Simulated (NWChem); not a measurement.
Species: HfO2; SMILES [O]=[Hf]=[O]

Program: NWChem. Coordinates come from a PBE-D3(BJ)/def2-SVP optimisation. def2 effective core potentials on Hf; no spin-orbit coupling. Level r2SCAN/def2-SVP: energy and gradient on several grids; changes count from the extra-fine grid, which is no exact limit either.

**Question.** Which is the coarsest grid (medium; fine; xfine; coarse; xcoarse) from which on the energy stays within 500 μHa and each gradient component within 500 μHa/bohr of xfine?

**Answer.** coarse.
| grid | size of the energy change (μHa) | largest change of a gradient component (μHa/bohr) |
|---|---|---|
| xcoarse | 2000 | 8000 |
| coarse | 100 | 200 |
| medium | 80 | 60 |
| fine | < 10 | < 30 |
| xfine | < 10 | < 30 |
